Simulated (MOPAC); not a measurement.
MOPAC input (PM3):

```
PM3 1SCF CHARGE=-1 GEO-OK AUX(PRECISION=9) THREADS=1
CH4BO2

C    -1.48752700 1   -0.09093500 1   -0.13571900 1
B     0.11923500 1    0.14157700 1   -0.02817100 1
O     0.76600700 1    1.23227600 1   -0.27483200 1
O     0.76822700 1   -1.08768800 1    0.40004100 1
H    -1.91471700 1   -0.40233600 1    0.82663100 1
H    -1.99995200 1    0.81984500 1   -0.45643000 1
H    -1.73209800 1   -0.88946600 1   -0.84854100 1
H     1.70188600 1   -0.84702400 1    0.43184000 1
```

From the output:

```
                                                       MOPAC v23.2.5 Linux

          FINAL HEAT OF FORMATION =       -187.86792 KCAL/MOL =    -786.03936 KJ/MOL

          COSMO AREA              =         94.98 SQUARE ANGSTROMS
          COSMO VOLUME            =         77.29 CUBIC ANGSTROMS

          IONIZATION POTENTIAL    =          3.884476 EV
          HOMO LUMO ENERGIES (EV) =         -3.884  8.865
          NO. OF FILLED LEVELS    =         12
          MOLECULAR WEIGHT        =         58.8514         POINT GROUP:  Cs

          MOLECULAR DIMENSIONS (Angstroms)

            Atom       Atom       Distance
            H     8    H     6     4.15585
            O     3    H     5     2.97170
            H     7    O     3     1.67596

          SCF CALCULATIONS        =          1

   ATOM   CHEMICAL          X               Y               Z
  NUMBER   SYMBOL      (ANGSTROMS)     (ANGSTROMS)     (ANGSTROMS)

     1       C         -1.48752700  *  -0.09093500  *  -0.13571900  *
     2       B          0.11923500  *   0.14157700  *  -0.02817100  *
     3       O          0.76600700  *   1.23227600  *  -0.27483200  *
     4       O          0.76822700  *  -1.08768800  *   0.40004100  *
     5       H         -1.91471700  *  -0.40233600  *   0.82663100  *
     6       H         -1.99995200  *   0.81984500  *  -0.45643000  *
     7       H         -1.73209800  *  -0.88946600  *  -0.84854100  *
     8       H          1.70188600  *  -0.84702400  *   0.43184000  *

                             CARTESIAN COORDINATES

   1    C       -1.487527000    -0.090935000    -0.135719000
   2    B        0.119235000     0.141577000    -0.028171000
   3    O        0.766007000     1.232276000    -0.274832000
   4    O        0.768227000    -1.087688000     0.400041000
   5    H       -1.914717000    -0.402336000     0.826631000
   6    H       -1.999952000     0.819845000    -0.456430000
   7    H       -1.732098000    -0.889466000    -0.848541000
   8    H        1.701886000    -0.847024000     0.431840000

           Empirical Formula: C H4 O2 B  =     8 atoms

      MOLECULAR POINT GROUP   :   Cs

                  EIGENVALUES
 -30.89457 -28.47115 -24.48229 -12.28347 -10.30406  -9.34169  -9.04108  -7.61912
  -7.15311  -5.75890  -4.79268  -3.88448   8.86496   9.36014   9.63539   9.79863
  10.07386  11.25076  11.63699  13.47216

              NET ATOMIC CHARGES AND DIPOLE CONTRIBUTIONS

  ATOM NO.   TYPE          CHARGE      No. of ELECS.   s-Pop       p-Pop
    1          C          -0.199887        4.1999     1.13512     3.06476
    2          B          -0.024060        3.0241     0.98783     2.03623
    3          O          -0.555913        6.5559     1.81737     4.73854
    4          O          -0.419200        6.4192     1.76887     4.65033
    5          H           0.012767        0.9872     0.98723
    6          H           0.019253        0.9807     0.98075
    7          H           0.012767        0.9872     0.98723
    8          H           0.154272        0.8457     0.84573
 DIPOLE           X         Y         Z       TOTAL
 POINT-CHG.    -0.999    -1.544     0.340     1.871
 HYBRID         0.044    -0.123     0.041     0.137
 SUM           -0.955    -1.667     0.381     1.959

          ATOMIC ORBITAL ELECTRON POPULATIONS

     Atom    s        px        py        pz
    1  C   1.13512   1.11997   0.97345   0.97134
    2  B   0.98783   0.75464   0.64922   0.63238
    3  O   1.81737   1.71753   1.49511   1.52591
    4  O   1.76887   1.22189   1.58303   1.84540
    5  H   0.98723
    6  H   0.98075
    7  H   0.98723
    8  H   0.84573

 **********************
 *                    *
 * JOB ENDED NORMALLY *
 *                    *
 **********************

 == MOPAC DONE ==
```

The dipole moment of an ion depends on the origin.

The geometry given is a B3LYP-D3(BJ)/def2-TZVP minimum.
